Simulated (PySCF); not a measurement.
# Nuclear quadrupole coupling in `ClC1=CC=CC[SiH2]S1`

Compound: C5H7ClSSi.
Atom-mapped SMILES: `[Cl:1][C:2]1=[CH:3][CH:4]=[CH:5][CH2:6][SiH2:7][S:8]1` (hydrogens: H9 on C3; H10 on C4; H11 on C5; H12, H13 on C6; H14, H15 on Si7)

Structure used (GFN2-xTB), in Å, numbered top down from 1:
```xyz
15
C5H7ClSSi angstrom
Cl     2.0243    2.8163   -0.9811
C      1.2018    1.4725   -0.2474
C      1.7031    0.2471   -0.4372
C      1.2198   -1.0277    0.0521
C     -0.0435   -1.4536    0.0438
C     -1.1867   -0.6631   -0.4899
Si    -1.6784    0.5994    0.8415
S     -0.0796    2.0540    0.8136
H      2.6186    0.1921   -1.0158
H      2.0018   -1.7034    0.3746
H     -0.2767   -2.4321    0.4386
H     -0.8820   -0.1309   -1.3930
H     -2.0198   -1.3148   -0.7418
H     -2.8953    1.3497    0.5479
H     -1.7119    0.0025    2.1722
```

Field gradients from the PBE0/pcSseg-1 density (PySCF, non-relativistic), principal values in atomic units, ordered |Vxx| ≤ |Vyy| ≤ |Vzz|:

| atom | Vxx | Vyy | Vzz |
| --- | --- | --- | --- |
| Cl1 | -1.8398 | -2.1935 | 4.0333 |
| S8 | -0.1485 | -2.1540 | 2.3025 |

**Question.** Find the asymmetry η = (Vxx − Vyy)/Vzz and the couplings χ = eQV/h (234.96 MHz × Q in barn × V in au), with Q(35Cl) = −0.0817 b, Q(33S) = −0.0678 b.

**Answer.** 
```json
{"atom": "Cl1", "environment": "vinyl chlorine", "nucleus": "35Cl", "η": "0.09", "χzz (MHz)": "-77.43", "χxx (MHz)": "35.32", "χyy (MHz)": "42.11"}
{"atom": "S8", "environment": "sulfur bonded to C and Si", "nucleus": "33S", "η": "0.87", "χzz (MHz)": "-36.68", "χxx (MHz)": "2.37", "χyy (MHz)": "34.31"}
```

The tensor is traceless: Vxx + Vyy + Vzz = 0.

**Question.** What is Vzz at S8 in SI units (1 au = 9.71736 × 10²¹ V/m²)?

**Answer.** 2.3025 au = 22.374 × 10²¹ V/m².

**Question.** What couplings would deuterons (Q(2H) = 0.00286 b) have in place of the hydrogens, at this geometry?

**Answer.** 
```tsv
atom	bonded to	bond length (Å)	Vzz (au)	η	χzz (kHz)
H9	C3	1.084	0.3160	0.10	212
H10	C4	1.083	0.3228	0.08	217
H11	C5	1.081	0.3270	0.07	220
H12	C6	1.092	0.3067	0.03	206
H13	C6	1.087	0.3183	0.03	214
H14	Si7	1.460	0.1623	0.03	109
H15	Si7	1.459	0.1631	0.02	110
```

The structure is a single GFN2-xTB conformer in the gas phase; no vibrational or solvent corrections. GFN2-xTB bond lengths can be off by several hundredths of an ångström, more for odd bonds, and the gradients follow them. With so small a basis the couplings can be 20 % off.
